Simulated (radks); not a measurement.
Spherical quantum dot in the effective-mass picture: electrons in a parabolic well V = omega^2 r^2 / 2 with omega = 2.16, with a point charge +1 (a donor) at the centre, all in effective atomic units (hartree* = m*/eps^2 hartree, bohr* = eps/m* bohr), one dielectric constant everywhere. Calculated with a radial shooting solver with Libxc functionals: non-relativistic Kohn-Sham, PBEsol, spin-polarised, spherical densities. Levels are named by radial order and angular momentum (1s, 1p, 1d, 2s, ...), and open shells are averaged over m. Each electron was tried in the lowest free levels, single moves between levels near the top were tried too, and the lowest total energy was kept; such a search can miss a lower state. At N = 1 the Hartree and exchange-correlation terms need not cancel, so that row can carry a self-interaction error.

\begin{tabular}{lrrrrrr}
N & open shells & 2S & mu = E(N) - E(N-1) (hartree*) & addition energy mu(N+1) - mu(N) (hartree*) & e(HOMO) (hartree*) & rms radius (bohr*) \\ \hline
1 & 1s(up 1, down 0) & 1 & 1.4433 & 1.295 & 1.9398 & 0.7238 \\
2 & none & 0 & 2.7379 & 3.356 & 3.2028 & 0.7646 \\
3 & 1p(up 1, down 0) & 1 & 6.0937 & 0.7319 & 6.4532 & 0.8941 \\
4 & 1p(up 2, down 0) & 2 & 6.8256 & 0.7499 & 7.2001 & 0.9630 \\
5 & 1p(up 3, down 0) & 3 & 7.5755 & 0.9744 & 7.9502 & 1.010 \\
6 & 1p(up 3, down 1) & 2 & 8.5499 & 0.6784 & 8.8841 & 1.050 \\
7 & 1p(up 3, down 2) & 1 & 9.2283 & 0.6935 & 9.5744 & 1.083 \\
8 & none & 0 & 9.9218 & 2.208 & 10.269 & 1.111 \\
9 & 2s(up 1, down 0) & 1 & 12.130 & 0.7119 & 12.442 & 1.156 \\
10 & none & 0 & 12.842 & 0.7432 & 13.149 & 1.194 \\
11 & 1d(up 1, down 0) & 1 & 13.585 & 0.5867 & 13.879 & 1.228 \\
12 & 1d(up 2, down 0) & 2 & 14.172 & 0.5849 & 14.465 & 1.257 \\
13 & 1d(up 3, down 0) & 3 & 14.757 & 0.5816 & 15.048 & 1.284 \\
14 & 1d(up 4, down 0) & 4 & 15.338 & 0.5775 & 15.628 & 1.308 \\
15 & 1d(up 5, down 0) & 5 & 15.916 & 0.7280 & 16.203 & 1.331 \\
16 & 1d(up 5, down 1) & 4 & 16.644 & 0.5506 & 16.919 & 1.352 \\
17 & 1d(up 5, down 2) & 3 & 17.195 & 0.5497 & 17.470 & 1.373 \\
18 & 1d(up 5, down 3) & 2 & 17.744 & 0.5474 & 18.018 & 1.392 \\
19 & 1d(up 5, down 4) & 1 & 18.292 & 0.5444 & 18.564 & 1.410 \\
20 & none & 0 & 18.836 & 1.990 & 19.107 & 1.427 \\
21 & 1f(up 1, down 0) & 1 & 20.826 & 0.4970 & 21.074 & 1.450 \\
22 & 1f(up 2, down 0) & 2 & 21.323 & 0.4954 & 21.571 & 1.471 \\
23 & 1f(up 3, down 0) & 3 & 21.818 & 0.4934 & 22.065 & 1.491 \\
24 & 1f(up 4, down 0) & 4 & 22.311 & 0.4912 & 22.557 & 1.510 \\
25 & 1f(up 5, down 0) & 5 & 22.803 & 0.4888 & 23.047 & 1.528 \\
26 & 1f(up 6, down 0) & 6 & 23.291 & 0.4863 & 23.535 & 1.546 \\
27 & 1f(up 7, down 0) & 7 & 23.778 & 0.6181 & 24.020 & 1.562 \\
28 & 1f(up 7, down 1) & 6 & 24.396 & 0.4712 & 24.632 & 1.578 \\
29 & 1f(up 7, down 2) & 5 & 24.867 & 0.4700 & 25.102 & 1.594 \\
30 & 1f(up 7, down 3) & 4 & 25.337 & 0.4685 & 25.572 & 1.609 \\
31 & 1f(up 7, down 4) & 3 & 25.806 & 0.4668 & 26.039 & 1.623 \\
32 & 1f(up 7, down 5) & 2 & 26.272 & 0.4649 & 26.505 & 1.637 \\
33 & 1f(up 7, down 6) & 1 & 26.737 & 0.4628 & 26.969 & 1.651 \\
34 & none & 0 & 27.200 & - & 27.431 & 1.664 \\
\end{tabular}

All shells are closed at N = 2, 8, 10, 20, 34 (there: 1s2 1p6 1d10 2s2 1f14); the second difference of the energy has clear peaks (12 % above both neighbours; the first and last values, which can be the largest, are not judged, and half-filled shells can peak too) at N = 2, 5, 8, 15, 20, 27.
